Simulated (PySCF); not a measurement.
Species: FH₈NSi₃.
Z-matrix (Å and degrees, PBE0-D3(BJ)/def2-SVP geometry), rows numbered from 1:
```
N 
Si  1  1.7440
Si  2  2.3427  1  107.76
Si  2  2.3423  1  104.41  3  -116.92
F   4  1.6342  2  110.24  1  -171.65
H   1  1.0147  2  119.20  3   -44.32
H   1  1.0151  2  118.93  3   176.55
H   2  1.5056  1  116.57  3   122.06
H   3  1.4978  2  110.44  1    58.07
H   3  1.4956  2  110.04  1   -61.71
H   3  1.4950  2  110.12  1   178.16
H   4  1.4962  2  111.42  1   -51.97
H   4  1.4932  2  110.74  1    69.24
```

Method used: PBE0-D3(BJ)/def2-SVP geometry optimisation, gas phase (PySCF).

Masses are those of the commonest isotopes; rigid-rotor values at the optimised geometry. The values belong to one conformer with, in the numbering `[NH2:1][Si@H:2]([SiH3:3])[SiH2:4][F:5]`, H–N1–Si2–Si3 -44° and 177°, N1–Si2–Si4–F5 -172°.

(1) What are A, B and C (cm⁻¹)?

(2) What kind of rotor is it?

(3) Is it planar, by Δ = Ic − Ia − Ib?

(4) Give the other two planar moments, Paa and Pbb, and the rms extents of the mass along the axes.

(5) Where do the levels up to J = 3 lie, in MHz?

(6) Which lines would a microwave search look for?

(7) Estimate the classical rotational partition function at 10 K, 25 K and 200 K.

## Answers

(1) Ia = 176.32, Ib = 367.22, Ic = 490.84 u·Å²; 505379 MHz·u·Å²/I gives 2866, 1376 and 1030 MHz, that is A = 0.09561, B = 0.04591, C = 0.03434 cm⁻¹.

(2) An asymmetric top. Ray's parameter κ = (2B − A − C)/(A − C) = -0.623; −1 is the prolate and +1 the oblate limit.

(3) Not planar: Δ = Ic − Ia − Ib = -52.70 u·Å². For a rigid frame Δ = −2 Σ m c², so Σ m c² = 26.35 u·Å² lies off the ab plane: 10.74 from hydrogen and 15.61 from heavier atoms. The atom farthest from that plane is 2.01 Å away.

(4) Paa = Σ m a² = (Ib + Ic − Ia)/2 = 340.87 and Pbb = Σ m b² = (Ia + Ic − Ib)/2 = 149.97 u·Å². With the mass M = 124.99 u, the rms extents √(P/M) along a, b and c are 1.65, 1.10, 0.46 Å.

(5) Above 0(0,0):
J = 1: 1(0,1) 2406, 1(1,1) 3896, 1(1,0) 4243
J = 2: 2(0,2) 7164, 2(1,2) 8361, 2(1,1) 9401, 2(2,1) 13871, 2(2,0) 13925
J = 3: 3(0,3) 14174, 3(1,3) 15027, 3(1,2) 17102, 3(2,2) 21089, 3(2,1) 21349, 3(3,1) 29437, 3(3,0) 29442

(6) The dipole components are |μa| = 1.56 D, |μb| = 2.34 D, |μc| = 0.12 D. Intensities carry the squares of the components, which stand as 0.44 : 1.00 : 0.00 (a : b : c). Some lines, for components of 0.1 D or more:

```tsv
type	branch	J(Ka,Kc)	MHz	lower level (cm⁻¹)
c	Q	3(1,3) ← 3(0,3)	853	0.473
a	Q	2(1,1) ← 2(1,2)	1040	0.279
b	Q	2(1,1) ← 2(0,2)	2237	0.239
b	R	2(0,2) ← 1(1,1)	3268	0.130
b	Q	2(2,0) ← 2(1,1)	4524	0.314
b	R	2(1,2) ← 1(0,1)	5955	0.080
b	Q	3(2,2) ← 3(1,3)	6061	0.501
c	R	2(1,1) ← 1(0,1)	6995	0.080
a	R	3(2,2) ← 2(2,1)	7218	0.463
b	Q	3(3,1) ← 3(2,2)	8348	0.703
b	R	2(2,1) ← 1(1,0)	9629	0.142
b	R	3(2,1) ← 2(1,2)	12988	0.279
b	R	3(3,1) ← 2(2,0)	15512	0.464
c	R	3(3,0) ← 2(2,0)	15517	0.464
c	R	3(3,1) ← 2(2,1)	15566	0.463
```

(7) Point group C1, symmetry number σ = 1; q = (√π/σ)·√((kT/h)³/(ABC)), k/h = 20836.6 MHz/K: 2650 at 10 K, 10500 at 25 K, 237000 at 200 K.

Not checked by PBE0-D3(BJ)/def2-SVP frequencies. These are rigid-rotor constants of the computed structure; measured ground-state constants (B0) also hold zero-point vibration. A rigid rotor knows nothing of inversion at nitrogen or internal rotation, which can split or shift real lines. Quadrupole hyperfine structure (14N) is left out.
